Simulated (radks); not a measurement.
Problem. Neutral antimony, [Kr] 4d10 5s2 5p3. Calculated with a radial shooting solver on a logarithmic mesh with Libxc functionals: non-relativistic Kohn-Sham, r2SCAN, spin-polarised, spherical densities, point nucleus; meta-GGA in the generalised Kohn-Sham scheme. Every spin shell is full or empty, so the densities are truly spherical. Functionals are evaluated on that one density, not self-consistently. Rank these exchange functionals by their error against the exact value of the orbitals, and give that value: LDA, B88, PW91, PW86, WC, B86b, EV93, APBE, revTPSS, MS2, Tao-Mo, MVS.

Solution. Exact: -163.795 hartree. From best to worst, with 100 (|E| - |E exact|)/|E exact| (equal figures are ties): B88 0.00, B86b -0.03, PW91 -0.03, MVS +0.07, PW86 -0.22, APBE +0.28, EV93 -0.33, MS2 -0.60, Tao-Mo -0.83, WC -0.88, revTPSS -0.94, LDA -4.84.
